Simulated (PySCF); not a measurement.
# A small calculation by hand: oscillator strength and radiative lifetime

H5NSiZn, SMILES [NH2][Zn][SiH3].

Coordinates come from a PBE0-D3(BJ)/def2-SVP optimisation. One conformer was computed; it need not be the lowest.

TDDFT-LC-ωPBE/def2-SVPD (PySCF) puts the first singlet state with f over 0.02 at 5.90 eV (vertical), with the transition dipole (0.536, 0.411, -0.079) in atomic units.

### Question
Find the oscillator strength, the wavelength and the radiative lifetime that this transition would have in vacuum if emission retraced absorption.

### Answer

|μ|² = 0.4625 au, so |μ| = 1.73 D. ΔE = 5.90/27.211 = 0.2168 hartree. f = (2/3) ΔE |μ|² = 0.067 (the program prints 0.067).
λ = 1239.84/5.90 = 210 nm; ν = 47587 cm⁻¹.
Einstein's coefficient A = 0.6670 ν² f s⁻¹ (ν in cm⁻¹) = 1.0e8 s⁻¹, so τ = 1/A = 9.9 ns. This state is S2; the lower singlet has f = 0.002. The figure is the radiative limit of this one transition; relaxation, internal conversion, crossing to triplets and a medium change what is measured.
